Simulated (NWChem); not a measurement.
# SeCl₃ cation; SMILES Cl[Se+](Cl)Cl

```xyz
4

Se     0.0000     0.0000     0.5588
Cl     0.8019     1.7586    -0.3725
Cl     1.1220    -1.5738    -0.3725
Cl    -1.9239    -0.1848    -0.3725
```
Atoms are numbered in this order, from 1.

Computed with NWChem. The geometry was optimised at B3LYP/6-31G* (spherical d).

Question: Estimate the computed values for Hartree-Fock/aug-cc-pVDZ. Quantities: highest occupied level (eV); orbital gap (eV).

Answer: 
```
Property                      Value
---------------------------  ------
highest occupied level (eV)  -18.02
orbital gap (eV)              12.44
```
